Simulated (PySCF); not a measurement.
These compounds are isomers of formula CH11O2PSi3.

A. `C[SiH2]O[SiH2]O[SiH2]P`
B. `C[Si@@]([SiH3])(P)O[SiH2]O`
C. SMILES C[Si@@H](P)[Si@@H](O)O[SiH3]
D. `[SiH3]O[SiH2]CO[SiH2]P`

Spectrum 1. 13C{1H} NMR (computed): δ 60.8 (CH2).

Spectrum 2. 13C{1H} NMR (computed): δ -5.2 (CH3).

Spectrum 3. 13C{1H} NMR (computed): δ 8.1 (CH3).

Spectrum 4. 13C{1H} NMR (computed): δ 1.7 (CH3).

- structure optimised with GFN2-xTB
- σ from GIAO-PBE0/pcSseg-1
- code: PySCF 2.14.0 with density-fitted response routines
- no solvent model, fast rotation and ring inversion assumed for equivalent nuclei, one conformer, relativity neglected

δ = σ(ref) − σ, references computed at the same level: TMS for 13C (186.93 ppm). Splittings of carbon signals by F and P are missing where no couplings were computed. Shifts are as computed. Against solution values, carbons near 30 ppm lie about +3 ppm off and those near 130 ppm about +5 ppm. Of 1211 compounds with measured shifts, 218 miss one by over three times the rms of a fit or turn the order of signals round; such compounds aren't used in these exercises.

Match each spectrum to its structure.

Answers

1–D, 2–C, 3–B, 4–A.

- Spectrum 1 (D): a single 13C signal, at 60.8 ppm (sp3 CH2 bonded to O and Si).
- Spectrum 2 (C): a single 13C signal, at -5.2 ppm (methyl carbon bonded to Si).
- Spectrum 3 (B): a single 13C signal, at 8.1 ppm (methyl carbon bonded to Si).
- Spectrum 4 (A): a single 13C signal, at 1.7 ppm (methyl carbon bonded to Si).
